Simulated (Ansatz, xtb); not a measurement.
System: Cs2, net charge 1, doublet state. SMILES: [Cs][Cs+]
Coordinates optimised at B3LYP-D3(BJ)/def2-TZVP (Ansatz, a first-principles code):
```
Cs
Cs 1 5.9679
```
Charge +1, spin multiplicity 2.

Harmonic wavenumbers from GFN2-xTB (xtb, at its own minimum), cm⁻¹: 47.

Question: Give the harmonic wavenumbers at B3LYP-D3(BJ)/def2-TZVP (Ansatz, finite differences of forces, unscaled).

Answer: 20 cm⁻¹. Zero-point energy 0.0 kcal/mol.
